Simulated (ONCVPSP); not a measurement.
# What one change does to a pseudopotential (Pt (Z = 78), ONCV)

Pt, optimised norm-conserving Vanderbilt (ONCV), made with ONCVPSP 4.0.1 (PBE, fully relativistic). Core [Kr] 4d10, reference 4f14 5s2 5p6 5d9 6s1. Waves: 5s+6s: rc 1.30 bohr, ncon 3, nbas 7, qcut 8.2 1/bohr, 2 projectors; 5p: rc 1.45 bohr, ncon 4, nbas 8, qcut 9.6 1/bohr, 2 projectors, debl 3.2 Ha; 5d: rc 2.40 bohr, ncon 3, nbas 7, qcut 5.8 1/bohr, 2 projectors, debl 2.7 Ha; 4f: rc 0.95 bohr, ncon 3, nbas 7, qcut 19.5 1/bohr, 2 projectors, debl 3.7 Ha. Local part: polynomial inside 0.65 bohr (lpopt 5, dvloc0 2 Ha). Core correction: none.

Open shells are filled in proportion to 2j + 1.

Change: s: qcut 8.9; p: qcut 10.4; d: qcut 6.3; f: qcut 21.2.

Cutoffs: the cutoffs (Ha) at which the residual kinetic energy of the hardest occupied pseudo-wave falls to 1 and 0.1 mHa per electron; they do not see the model core or the augmentation charge, which bear on the density cutoff. Errors are all-electron minus pseudo energies relative to the spin-unpolarised reference configuration.

Question: What does the change do?

Answer: The potential gets harder (159 Ha and 172 Ha → 175 Ha and 191 Ha); both files keep a bound ghost (p, s); of the 4 tests that both files solve, the error grows in 0 and shrinks in 3 by more than 15 % and 0.3 meV (median size 3.5 → 2.3 meV); the range in which the p1/2 phases agree widens (upper end 0.4 → at the end of the scan).

| quantity | base | changed |
| --- | --- | --- |
| cutoff, loose | 159 Ha | 175 Ha |
| cutoff, tight | 172 Ha | 191 Ha |
| loose cutoff by channel | s 28 Ha, p 32 Ha, d 13 Ha, f 159 Ha | s 31 Ha, p 35 Ha, d 14 Ha, f 175 Ha |
| bound ghosts | s, p3/2 | s, p3/2 |
| GHOST(+) flags under 300 eV | p1/2 at 10.9 eV, d5/2 at 91.0 eV, d3/2 at 113.9 eV | p1/2 at 13.1 eV, d5/2 at 79.1 eV, d3/2 at 107.1 eV |
| error for 4f14 5s2 5p6 5d9 6s0, meV [ΔE 9.21 eV] | +1.4 | +1.3 |
| error for 4f14 5s2 5p6 5d8 6s0, meV [ΔE 29.19 eV] | -2.1 | -0.9 |
| error for 4f14 5s2 5p6 5d7 6s0, meV [ΔE 61.41 eV] | +64 | +44 |
| error for 4f14 5s2 5p6 5d9.5 6s0.5, meV [ΔE -0.13 eV] | +4.9 | +3.3 |
| s: phases at 1.32 bohr within 0.05 rad from the reference energy up to (Ha; the scan ends near 5) | to the end of the scan | to the end of the scan |
| p3/2: phases at 1.48 bohr within 0.05 rad from the reference energy up to (Ha; the scan ends near 5) | to the end of the scan | to the end of the scan |
| p1/2: phases at 1.48 bohr within 0.05 rad from the reference energy up to (Ha; the scan ends near 5) | 0.4 | to the end of the scan |
| d5/2: phases at 2.44 bohr within 0.05 rad from the reference energy up to (Ha; the scan ends near 5) | to the end of the scan | to the end of the scan |
| d3/2: phases at 2.44 bohr within 0.05 rad from the reference energy up to (Ha; the scan ends near 5) | to the end of the scan | to the end of the scan |
| f7/2: phases at 0.97 bohr within 0.05 rad from the reference energy up to (Ha; the scan ends near 5) | to the end of the scan | to the end of the scan |
| f5/2: phases at 0.97 bohr within 0.05 rad from the reference energy up to (Ha; the scan ends near 5) | to the end of the scan | to the end of the scan |

 A true bound ghost makes a file unfit for plane-wave use even where its test errors are small: the radial tests pick states by their node count and pass the ghost by.
